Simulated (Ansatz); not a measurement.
Input and output for CH₂InN.

```yaml
crystal:
  periodic: [false, false, false]
  atoms:
    - {symbol: C, position_ang: [-0.269516, -1.469137, 0.497649]}
    - {symbol: N, position_ang: [0.129540, -0.432316, 0.225845]}
    - {symbol: In, position_ang: [1.243006, 2.039359, -0.349755]}
    - {symbol: H, position_ang: [-0.645018, -2.437810, 0.750396]}
    - {symbol: H, position_ang: [-0.408114, 2.226205, -1.165436]}
basis:
  gaussian: {orbitals: def2-TZVP}
magnetization: {spin_polarized: true, initial_magnetization: 2}
hamiltonian: {xc: {name: HF}}
correlation: {method: rpa, electrons: outside_noble_gas}
```

```sh
$ ansatz run in.yaml --threads 2 --pin off --events-out ev --progress --plain --max-ram 4352MiB
```

Shortened log:

```
Functional definition: HF
987 factors; integrals over basis functions are off by at most 7.8e-4 eV
mean field evaluation 1: about -7684.0780 eV, gradient 2.7e1 eV
mean field evaluation 2: about -7684.0861 eV, gradient 2.7e1 eV
mean field evaluation 4: about -7690.1519 eV, gradient 6.0e0 eV
mean field evaluation 8: about -7691.1354 eV, gradient 3.6e-1 eV
mean field evaluation 16: about -7691.1443 eV, gradient 1.0e-6 eV
mean field -7691.14433824 eV, -282.6443411855 hartree, gradient 3.4e-6 eV, S^2 2.027449; 6 other end points of the search recorded, 0 dependent functions left out
11 core orbitals not correlated, not the lowest: weight in the atoms' cores, before any rotation towards them, 0.997 or more for the frozen orbitals, at most 0.002 for the correlated occupied ones
reference -7691.14433824 eV, -282.6443411855 hartree; 8, 6 occupied and 105, 107 virtual orbitals, 987 factors
Total energy: -7703.31805860 eV, -283.0917171571 hartree
```

Run time 6.5 s (2 threads of an Intel Xeon Platinum 8375C on a shared host); peak host memory 0.3 GiB.
